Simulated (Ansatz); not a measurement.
Potential energy curve for SiH (cation, charge +1), singlet.

Computed with CCSD(T) on UHF/cc-pVDZ, frozen core run with Ansatz (a first-principles code).

The batch members p0 to p11 hold the bond at 1.21, 1.31, 1.36, 1.43, 1.47, 1.52, 1.57, 1.63, 1.65, 1.80, 1.87, 2.06 Å.

Ansatz input:

Ansatz 0.2 input:
```yaml
# input.yaml
basis:
  gaussian: { orbitals: cc-pvdz }
correlation:
  method: ccsd_t
  electrons: outside_noble_gas
scf:
  omitted_lower_state_checks: [cluster_reference, increment]
batch:
  members: [p0.yaml, p1.yaml, p2.yaml, p3.yaml, p4.yaml, p5.yaml, p6.yaml, p7.yaml, p8.yaml, p9.yaml, p10.yaml, p11.yaml]

# p6.yaml, one of the 12 members of this batch
crystal:
  periodic: [false, false, false]
  atoms:
    - { symbol: Si, position_ang: [0.0, 0.0, 0.0] }
    - { symbol: H, position_ang: [0.0, 0.0, 1.57] }
total_charge: 1
magnetization:
  spin_polarized: true
```

Lines of the output on each member:

```
Member 1: Total energy: -7870.04865590 eV, -289.2189535936 hartree
Member 1: Checks for a lower state left out: cluster_reference, increment
Member 0: Total energy: -7869.27456110 eV, -289.1905061347 hartree
Member 0: Checks for a lower state left out: cluster_reference, increment
Member 2: Total energy: -7870.27959344 eV, -289.2274403919 hartree
Member 2: Checks for a lower state left out: cluster_reference, increment
Member 3: Total energy: -7870.47232202 eV, -289.2345230364 hartree
Member 3: Checks for a lower state left out: cluster_reference, increment
Member 4: Total energy: -7870.52712623 eV, -289.2365370542 hartree
Member 4: Checks for a lower state left out: cluster_reference, increment
Member 6: Total energy: -7870.53161958 eV, -289.2367021817 hartree
Member 6: Checks for a lower state left out: cluster_reference, increment
Member 7: Total energy: -7870.46605796 eV, -289.2342928365 hartree
Member 7: Checks for a lower state left out: cluster_reference, increment
Member 5: Total energy: -7870.55014184 eV, -289.2373828619 hartree
Member 5: Checks for a lower state left out: cluster_reference, increment
Member 8: Total energy: -7870.43564345 eV, -289.2331751238 hartree
Member 8: Checks for a lower state left out: cluster_reference, increment
Member 9: Total energy: -7870.11456377 eV, -289.2213756631 hartree
Member 9: Checks for a lower state left out: cluster_reference, increment
Member 10: Total energy: -7869.92964932 eV, -289.2145801826 hartree
Member 10: Checks for a lower state left out: cluster_reference, increment
Member 11: Total energy: -7869.39109063 eV, -289.1947885160 hartree
Member 11: Checks for a lower state left out: cluster_reference, increment
```

The unrestricted determinant behind UCCSD(T) is spin-contaminated at 1.21 to 1.57, 2.06 to 6.02 Å (<S²> up to 1.0, against 0.00 for a pure singlet).
